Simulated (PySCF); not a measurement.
Atom-mapped SMILES (the numbers label the heavy atoms): `[CH3:1][O:2][C@@H:3]1[O:4][SiH2:5][O:6][CH2:7][C@H:8]1[Cl:9]`; H(Xn) means a hydrogen on atom n. Ha(Si5), Ha(C7) are cis to O2 on the ring; Hb(Si5), Hb(C7) are trans to O2 on the ring.

PySCF calculation with geometry: GFN2-xTB and σ from GIAO-PBE0/pcSseg-1; no solvent, equivalent nuclei averaged, no relativistic terms, single conformer.

References, each an isolated molecule treated in the same way: TMS for 13C (186.93 ppm), 1H (31.72 ppm), 29Si (349.16 ppm); 17O (336.08 ppm) vs H2O; 35Cl (949.78 ppm) vs HCl.

| atoms | nucleus | count | Hirshfeld charge | δ (ppm) |
| --- | --- | --- | --- | --- |
| H(C3) | 1H | 1 | 0.03 | 5.04 |
| Hb(C7) | 1H | 1 | 0.04 | 4.18 |
| C7 | 13C | 1 | 0.00 | ? |
| C8 | 13C | 1 | -0.01 | 64.2 |
| Ha(C7) | 1H | 1 | 0.04 | 5.00 |
| C1 | 13C | 1 | -0.04 | 57.4 |
| H(C8) | 1H | 1 | 0.06 | 3.68 |
| O2 | 17O | 1 | -0.13 | 77.6 |
| O4 | 17O | 1 | -0.23 | 68.3 |
| Cl9 | 35Cl | 1 | -0.04 | 115 |
| C3 | 13C | 1 | 0.10 | ? |
| Ha(Si5) | 1H | 1 | -0.08 | ? |
| H(C1) | 1H | 3 | 0.05 | ? |
| Si5 | 29Si | 1 | 0.44 | ? |
| Hb(Si5) | 1H | 1 | -0.08 | 5.04 |
| O6 | 17O | 1 | -0.23 | 15.2 |

Question: Fill in the missing shifts.

Answer: 
- C3: 101.5 ppm, sp3 carbon bearing two oxygens; 2 electronegative neighbours deshield it
- C7: 66.5 ppm, sp3 CH2 bonded to O; deshielded by the electronegative neighbour
- Ha(Si5): 5.07 ppm, hydrogen on a silicon bonded to 2 O, in a 6-membered ring
- H(C1): 3.78 ppm, hydrogen on a methyl carbon bonded to O; its carbon carries O, an electronegative neighbour
- Si5: -34.3 ppm, silicon bonded to 2 O, 2 H, in a 6-membered ring

Carbons that carry Cl, above all several Cl atoms, come out too deshielded, partly because spin–orbit coupling is missing. Shifts are as computed. Against solution values, carbons near 30 ppm lie about +3 ppm off and those near 130 ppm about +5 ppm; carbons on Cl a further +6 ppm. Of 1211 compounds with measured shifts, 218 miss one by over three times the rms of a fit or turn the order of signals round; such compounds aren't used in these exercises. Experimental scales use liquid or dissolved standards, which lie at an offset from isolated H2O (liquid H2O: subtract about 36 ppm).
